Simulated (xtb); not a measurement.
C3H6F2Si, SMILES C1CC1([SiH2]F)F. All values are semi-empirical tight-binding results from xtb (GFN2-xTB unless named), good for trends rather than for accurate numbers. Coordinates come from a GFN2-xTB optimisation. The structure was generated by enumeration, and PubChem lists no compound with its InChIKey, so it may never have been made. Other conformers were not sampled.

Optimised geometry:

```xyz
12

F      1.2865     0.0663     1.6468
Si     1.3395    -0.0296     0.0385
C     -0.4805    -0.0157    -0.4815
F     -0.6450    -0.0802    -1.8550
C     -1.5618    -0.7021     0.3038
C     -1.5288     0.7919     0.2298
H      2.0349     1.1650    -0.4085
H      1.9750    -1.3006    -0.2641
H     -1.2858    -1.1826     1.2294
H     -2.3246    -1.2200    -0.2578
H     -1.2298     1.3485     1.1045
H     -2.2693     1.2849    -0.3815
```

Computed properties:
```yaml
point_group_as_xtb_finds_it: Cs
orbital_gap: 5.63 eV
dipole_moment: 0.53 D
zero_point_energy: 51.0 kcal/mol
G − E(el) at 298.15 K (modified RRHO): 31.2 kcal/mol
static polarisability (D4 model): 63.7 bohr³
solvation energy, GFN2-xTB/ALPB(water): -1.2 kcal/mol
solvation energy, GFN2-xTB/ALPB(ch2cl2): -3.4 kcal/mol
```

Computed atomic charges and the Wiberg bond orders between heavy atoms:
charges (e) F1 -0.27, Si2 0.54, C3 0.06, F4 -0.28, C5 -0.07, C6 -0.07, H7 -0.05, H8 -0.05, H9 0.04, H10 0.05, H11 0.04, H12 0.05. Bond orders F1–Si2 1.09, Si2–C3 0.86, C3–F4 0.93, C3–C5 0.96, C3–C6 0.96, C5–C6 0.98.
